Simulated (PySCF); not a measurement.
**r²SCAN beside CCSD(T) along group 14: bonds to H**

r²SCAN and CCSD(T) in PySCF with def2-TZVPPD on every atom (core potentials on Sn), for the lowest determinant that a PBE0 search found; no spin–orbit coupling.

| molecule | state (unpaired electrons) | r²SCAN Re (Å) | r²SCAN ωe (cm⁻¹) | r²SCAN De (eV) | CCSD(T) Re (Å) | CCSD(T) ωe (cm⁻¹) | CCSD(T) De (eV) |
| --- | --- | --- | --- | --- | --- | --- | --- |
| CH | doublet (π ↑) | 1.126 | 2813 | 3.53 | 1.121 | 2849 | 3.55 |
| SiH | doublet (π ↑) | 1.529 | 2019 | 3.13 | 1.524 | 2042 | 3.12 |
| GeH | doublet (π ↑) | 1.597 | 1899 | 2.96 | 1.591 | 1907 | 2.93 |
| SnH | doublet (π ↑) | 1.777 | 1706 | 2.68 | ? | ? | ? |

Task: Estimate the CCSD(T) values of SnH by adding the mean shift from r²SCAN to CCSD(T) of the other rows, and compare with the calculation.

Result: The mean shifts are -0.5 pm, +22 cm⁻¹ and -0.01 eV, which give 1.772 Å, 1728 cm⁻¹ and 2.67 eV. CCSD(T)/def2-TZVPPD gives Re = 1.766 Å, ωe = 1731 cm⁻¹, De = 2.66 eV.

Task: What are the mean differences of r²SCAN from CCSD(T) over the whole series?

Result: Re +0.7 pm, ωe -23 cm⁻¹, De +0.01 eV.

In a basis of this size CCSD(T) is itself not converged; it tends to give bonds that are too long and too weak.

Correlated steps freeze the inner cores (1 to 9 orbitals); shallow outer-core shells are correlated. These are scalar-relativistic numbers at best; spin–orbit coupling would shift them, the dissociation energy most. States were picked by a PBE0 search and need not be the measured ground states.
